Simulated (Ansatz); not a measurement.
NbSeCl₃. Total charge 0; singlet. Geometry PBE0-D4/def2-SVP, basis def2-TZVP, Ansatz.

```csv
run,HOMO (eV),LUMO (eV)
A,-10.54,-1.44
B,-9.23,-2.41
C,-8.05,-3.44
D,-7.64,-3.84
```

In the def2 sets Nb takes a core potential; there is no spin–orbit coupling. LC-ωPBE has ω = 0.4 bohr⁻¹.

The runs used CAM-B3LYP, LC-ωPBE, PBE0, r2SCANh. Estimate which is which.

A LC-ωPBE (range-separated); B CAM-B3LYP (range-separated); C PBE0 (25 % exact exchange); D r2SCANh (10 % exact exchange). Exact exchange lowers occupied and raises empty levels; among semilocal functionals meta-GGAs tend to open the gap a little, and such runs are hard to tell apart. The gap grows from 3.79 eV (r2SCANh) to 9.10 eV (LC-ωPBE). The restricted singlet is unstable towards broken spin symmetry in Hartree–Fock (as tested in another run); at LC-ωPBE/def2-TZVP, CAM-B3LYP-D4/def2-TZVP, PBE0-D4/def2-TZVP, r2SCANh-D4/def2-TZVP this wasn't settled.
